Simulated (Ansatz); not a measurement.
The cluster Li8Sn. Charge 0, multiplicity 1. Geometry PBE0-D4/def2-SVP; atoms count from 1.

Cartesian coordinates in Å:
```
Li -4.175 1.158 -1.534
Li -1.341 2.528 -0.997
Li 3.551 -2.722 1.053
Li 2.217 -0.589 -0.977
Li -1.288 -0.292 -1.549
Li 0.469 -1.739 0.961
Li -2.216 0.621 0.987
Li 2.440 0.179 1.796
Sn 0.343 0.858 0.260
```

In the def2 sets Sn takes a core potential; there is no spin–orbit coupling. The restricted singlet is unstable towards broken spin symmetry in Hartree–Fock (as tested in another run); at PBE0-D4/def2-TZVP this wasn't settled. The structure comes from a short search, and lower isomers may exist.

(1) Estimate the Mulliken populations from the PBE0/def2-TZVP orbitals of Ansatz.

(2) And the Mayer bond orders between heavy atoms (over 0.3)?

Results:

(1) 
```json
{"atom": "Li1", "charge (e)": "-0.14"}
{"atom": "Li2", "charge (e)": "0.22"}
{"atom": "Li3", "charge (e)": "-0.14"}
{"atom": "Li4", "charge (e)": "0.24"}
{"atom": "Li5", "charge (e)": "0.25"}
{"atom": "Li6", "charge (e)": "0.25"}
{"atom": "Li7", "charge (e)": "0.24"}
{"atom": "Li8", "charge (e)": "0.22"}
{"atom": "Sn9", "charge (e)": "-1.15"}
```
Mulliken values depend strongly on the basis.

(2) Li1–Li2 0.34 (3.19 Å); Li1–Li7 0.30 (3.24 Å); Li2–Sn9 0.50 (2.68 Å); Li3–Li4 0.30 (3.23 Å); Li3–Li8 0.34 (3.19 Å); Li4–Sn9 0.51 (2.67 Å); Li5–Sn9 0.50 (2.69 Å); Li6–Sn9 0.50 (2.69 Å); Li7–Sn9 0.51 (2.67 Å); Li8–Sn9 0.50 (2.69 Å).
